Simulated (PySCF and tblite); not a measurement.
Results of a calculation; reference values are marked as such.
C9H12, numbered as in [CH:1]#[C:2][CH:3]1[CH2:4][CH2:5][CH:6]=[CH:7][CH2:8][CH2:9]1. Conformers came from 60 starts (ETKDG and KDG, MMFF94s, GFN2-xTB); geometries are GFN2-xTB. Free energies are B3LYP-D3(BJ)/def2-SVP (IEF-PCM, acetone) single points with GFN2-xTB rigid-rotor and vibrational terms (plain harmonic). Symmetry numbers and mirror images are counted. Conformers within 2.5 kcal/mol (GFN2-xTB free energy) were kept, 3 at most. GIAO shieldings: mPW1PW91/pcSseg-1 (IEF-PCM, acetone). Shifts are against TMS (¹H), TMS (¹³C) at the same level. (PySCF 2.14, tblite 0.8.)

The 7-ring runs over atoms 3–4–5–6–7–8–9. Of a mirror pair one member is shown.

```
conformer                                                            shape  point group  mirror pair  ΔE(DFT)  Δ(G−E) at 220 K  δ H3 (ppm)
        1    7-ring puckered (ring torsions 79, -63, 0, 63, -79, 65, -65°)           Cs           no     0.00             0.00        3.27
        2    7-ring puckered (ring torsions -78, 62, 0, -62, 78, -67, 67°)           Cs           no     0.01            -0.16        2.53
        3  7-ring puckered (ring torsions 82, -32, -4, -32, 82, -44, -44°)           C1          yes     0.67            -0.15        2.88
```

Energies in kcal/mol; the thermal term leaves out symmetry numbers and mirror images.

Problem. Work out the weights at 220 K and the ¹H shift of H3 under fast exchange.

Solution. RT = 0.437 kcal/mol. Each conformer gets RT ln(σ/g), with σ the rotational symmetry number and g = 2 for a mirror pair: 1: σ = 1, g = 1, G = 0.00 + 0.00 + 0.00 = 0.00, 0.15 above the lowest, exp(−ΔG/RT) = 0.713; 2: σ = 1, g = 1, G = 0.01 − 0.16 + 0.00 = -0.15, 0.00 above the lowest, exp(−ΔG/RT) = 1.000; 3: σ = 1, g = 2, G = 0.67 − 0.15 − 0.30 = 0.22, 0.37 above the lowest, exp(−ΔG/RT) = 0.433. The sum is 2.146, so the weights are 33.3, 46.6, 20.2 %. The averaged shift is 2.85 ppm. At 298.15 K it is 2.85 ppm. At 298.15 K the leading conformer alone gives 2.53 ppm and bare DFT energies give 2.91 ppm.

For its torsions the set is small; conformers may be missing.
